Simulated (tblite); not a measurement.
C₅H₁₃B₃OSi.
Structure used (GFN2-xTB), in Å, numbered top down from 1:
```
atom  x, y, z in Å
B1     1.053    3.019    1.237
O2     0.835    1.987    0.487
B3     0.568    0.955   -0.270
C4     1.574   -0.187   -0.421
C5     2.343   -1.114   -0.558
Si6    3.507   -2.534   -0.755
C7    -0.845    0.841   -1.031
B8    -1.801    0.041   -0.069
C9    -1.843   -1.535   -0.152
C10   -2.705    0.822    0.965
H11    0.735    2.993    2.374
H12    1.568    3.978    0.775
H13    4.535   -2.153   -1.728
H14    4.114   -2.822    0.549
H15    2.753   -3.697   -1.235
H16   -0.696    0.322   -1.977
H17   -1.214    1.846   -1.236
H18   -0.909   -1.957   -0.516
H19   -2.088   -2.015    0.793
H20   -2.617   -1.838   -0.859
H21   -3.680    1.020    0.516
H22   -2.899    0.263    1.878
H23   -2.292    1.790    1.242
```

Computed with GFN2-xTB (tblite): harmonic, unscaled wavenumbers at the GFN2-xTB geometry, gas phase. The method is semi-empirical: single wavenumbers can be off by several per cent or more. Modes of hydrogen on boron and silicon can be 10 to 20 % off. One conformer, not necessarily the lowest. The optimisation stopped once no atom felt more than 0.01 eV/Å.

Lowest wavenumbers of the output (negative numbers stand for imaginary wavenumbers):
```
mode    cm-1
  1     -41.0
  2       9.5
  3      20.7
  4      38.6
  5      52.8
  6      63.7
  7      70.9
  8     115.6
  9     125.1
 10     158.4
```

Problem. Is this structure a minimum?

Solution. Not by this Hessian. 1 mode is imaginary beyond 20i (41i cm⁻¹), so at this level the point lies at or near a first-order saddle. The curvature is small, so loose convergence or finite differences may be the whole cause.

Problem. Which atoms move in the imaginary mode?

Solution. 41i: H21 (methyl hydrogen) 23 %, H22 (methyl hydrogen) 21 %, H20 (methyl hydrogen) 15 %, H19 (methyl hydrogen) 14 %. These are shares of the mass-weighted motion.

Problem. What is the remedy?

Solution. Step along that mode in both directions, optimise again with tighter thresholds and repeat the frequencies. The zero-point energy of this point (104.4 kcal/mol) counts the 62 real modes alone, and thermal corrections from it aren't those of a minimum.
